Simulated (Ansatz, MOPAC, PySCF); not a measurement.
Complex: CH5N (SMILES CN) (first 7 atoms) with H4OSi (SMILES O[SiH3]); geometry from B3LYP-D3(BJ)/def2-TZVP, rigid monomers moved along the line of their centres of mass till N2···H10 is 1.62 Å.
(charge 0, multiplicity 1):
```xyz
13

C      0.23804    -0.36064    -0.12009
N     -0.26851     0.97108     0.23593
H     -0.45843    -1.11576     0.24456
H      1.19232    -0.52429     0.38071
H      0.38087    -0.51185    -1.19492
H     -1.16393     1.14785    -0.20461
H      0.36596     1.69609    -0.07860
O     -0.49995     1.02270     2.83267
Si    -0.06257    -0.35839     3.58776
H     -0.43320     1.06219     1.84615
H     -0.88099    -1.52568     3.15624
H     -0.24811    -0.15934     5.04205
H      1.35971    -0.71952     3.33209
```

Monomers are frozen at their geometry in the pair; levels with a basis set take the counterpoise correction. Rows marked so take none.

Correlated levels freeze the cores. Rows in 6-311+G**, 6-31G* carry no dispersion term and start afresh at each structure (6-31G* with six Cartesian d functions). MP2/6-31G* freezes PySCF's default core. The state that AM1, PM3 reach isn't checked.

Programs: Ansatz (Gaussian orbitals); MOPAC for AM1, PM3 (differences of heats of formation); PySCF for 6-311+G** rows, 6-31G* rows, the dispersion terms. Each number belongs to the level named beside it.

Other levels give for the interaction energy: PBE/def2-TZVPPD -9.21; B3LYP/def2-TZVPPD -7.23; B3LYP-D3(BJ)/def2-TZVPPD -10.19; wB97M-V/def2-TZVPPD -9.14; CCSD(T)/aug-cc-pV(D+d)Z -7.55 kcal/mol.

**Question.** What do these common cheap choices give for the same quantity: AM1, PM3, HF/6-31G*, B3LYP/6-31G*, B3LYP/6-311+G** (no counterpoise), M06-2X/6-31G* (no counterpoise), MP2/6-31G*, MP2/6-31G* (no counterpoise)?

**Answer.** AM1 3.89; PM3 1.09; HF/6-31G* -4.48; B3LYP/6-31G* -8.62; B3LYP/6-311+G** (no counterpoise) -8.31; M06-2X/6-31G* (no counterpoise) -12.53; MP2/6-31G* -7.62; MP2/6-31G* (no counterpoise) -11.31 kcal/mol. They span -12.53 to 3.89 kcal/mol.

Ansatz is an electronic-structure program.
